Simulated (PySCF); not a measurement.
SMILES CCOBN (C₂H₈BNO) (CAM-B3LYP/def2-SVP optimised geometry):

```
13

B      0.287    -0.462     0.000
H     -0.316    -1.515    -0.003
O     -0.381     0.724     0.000
C     -1.786     0.810     0.037
C     -2.267     1.294     1.390
H     -2.102     1.515    -0.750
H     -2.234    -0.171    -0.202
H     -1.807     2.262     1.639
H     -3.361     1.418     1.393
H     -1.999     0.576     2.180
N      1.686    -0.462     0.000
H      2.234    -1.310    -0.009
H      2.228     0.394     0.002
```

Level of theory: CAM-B3LYP/def2-TZVP run with PySCF 2.14.0.

**Question.** What are the frontier orbital energies and the dipole moment?

**Answer.** HOMO-2 -10.66 eV, HOMO-1 -9.97 eV, HOMO -8.87 eV, LUMO 2.02 eV, LUMO+1 2.22 eV; dipole moment 0.33 D.

On the same geometry PBE/def2-TZVP (PySCF 2.14.0) gives HOMO-2 -7.65 eV, HOMO-1 -6.93 eV, HOMO -6.02 eV, LUMO 0.40 eV, LUMO+1 0.51 eV; dipole moment 0.44 D.

Meta-Löwdin charges at CAM-B3LYP/def2-TZVP: B1 0.21, H2 -0.03, O3 -0.40, C4 0.04, C5 -0.33, H6 0.10, H7 0.09, H8 0.11, H9 0.11, H10 0.11, N11 -0.49, H12 0.24, H13 0.24.
